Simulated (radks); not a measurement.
Results of a calculation; reference values are marked as such.
Trend from La to Lu: ionisation energy by Delta-SCF between NIST ground configurations, and size. Code: a radial shooting solver on a logarithmic mesh with Libxc functionals. Model: scalar-relativistic Kohn-Sham, PBEsol, spin-unpolarised, spherical densities, finite nucleus; Fermi nuclear charge, rms radius of each element as measured or else 0.836 A^(1/3) + 0.57 fm.

species      configuration  IE (eV)  NIST (eV)       kind  -e(HOMO) (eV)  outermost  <r> outermost (bohr)  r at 0.001 e/bohr^3 (bohr)
La            [Xe] 5d1 6s2    6.055      5.577       exp.     3.103 (5d)         6s                  4.40                        5.48
Ce        [Xe] 4f1 5d1 6s2    6.255      5.539       exp.     3.074 (5d)         6s                  4.32                        5.44
Pr            [Xe] 4f3 6s2    5.740      5.470  semi-emp.     1.286 (4f)         6s                  4.48                        5.40
Nd            [Xe] 4f4 6s2    5.817      5.525       exp.     1.789 (4f)         6s                  4.41                        5.36
Pm            [Xe] 4f5 6s2    5.891      5.582       exp.     2.192 (4f)         6s                  4.36                        5.32
Sm            [Xe] 4f6 6s2    5.964      5.644       exp.     2.511 (4f)         6s                  4.30                        5.29
Eu            [Xe] 4f7 6s2    6.035      5.670       exp.     2.759 (4f)         6s                  4.25                        5.25
Gd        [Xe] 4f7 5d1 6s2    6.673      6.150       exp.     2.556 (5d)         6s                  3.97                        5.24
Tb            [Xe] 4f9 6s2    6.179      5.864       exp.     3.076 (4f)         6s                  4.14                        5.19
Dy           [Xe] 4f10 6s2    6.250      5.939       exp.     3.156 (4f)         6s                  4.10                        5.16
Ho           [Xe] 4f11 6s2    6.323      6.022       exp.     3.192 (4f)         6s                  4.05                        5.13
Er           [Xe] 4f12 6s2    6.396      6.108       exp.     3.187 (4f)         6s                  4.00                        5.10
Tm           [Xe] 4f13 6s2    6.469      6.184       exp.     3.145 (4f)         6s                  3.95                        5.07
Yb           [Xe] 4f14 6s2    6.544      6.254       exp.     3.068 (4f)         6s                  3.91                        5.05
Lu       [Xe] 4f14 5d1 6s2    5.295      5.426       exp.     1.769 (5d)         6s                  3.63                        5.06

Reference values: NIST Atomic Spectra Database (exp. = measured, semi-emp. = semi-empirical, theory = theoretical value adopted there). Spin polarisation and multiplet splitting are left out, so open shells lie too high by an amount that depends on their filling. Spin-orbit splitting is averaged out at the scalar-relativistic level.

Beside tabulated values, note that spin-unpolarised runs miss the spin-polarisation part of the exchange energy of open shells.
